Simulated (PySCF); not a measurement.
All values below come from PBE0-D4/def2-TZVP in PySCF. Gas-phase values, no solvent. One relaxed conformer stands for a flexible species; it need not be the lowest. Delta-SCF ions had no search for a lower state. Excitations are Tamm–Dancoff values on a coarser integration grid. The basis has no diffuse functions, so Rydberg states are missing or too high.

Reference species (SMILES): `O[SiH2]F` (H–O–Si–F torsion 72°) (neutral, multiplicity 1).

```yaml
vertical ionisation energy (Delta-SCF): 11.90 eV
HOMO–LUMO gap: 9.71 eV
S1 oscillator strength: 0.008
S1–T1 gap (TDA): 0.49 eV
```

After one change: the vertical ionisation energy (Delta-SCF) falls by 1.03 eV; the HOMO–LUMO gap falls by 0.95 eV; the S1 oscillator strength is nearly the same; the S1–T1 gap (TDA) rises by 0.61 eV.

Problem. Which change was made? The new species is one of these.
(A) `N#CC[SiH2]O`
(B) `CC[SiH2]O` (C–C–Si–O torsion 178°, C–Si–O–H torsion 71°)
(C) `CC(C)[SiH2]O` (C–C–Si–O torsion -179°, C–Si–O–H torsion -78°)
(D) `CC(=O)[SiH2]O` (O–C–Si–O torsion 0°, C–Si–O–H torsion 0°)

Solution. A, `N#CC[SiH2]O`
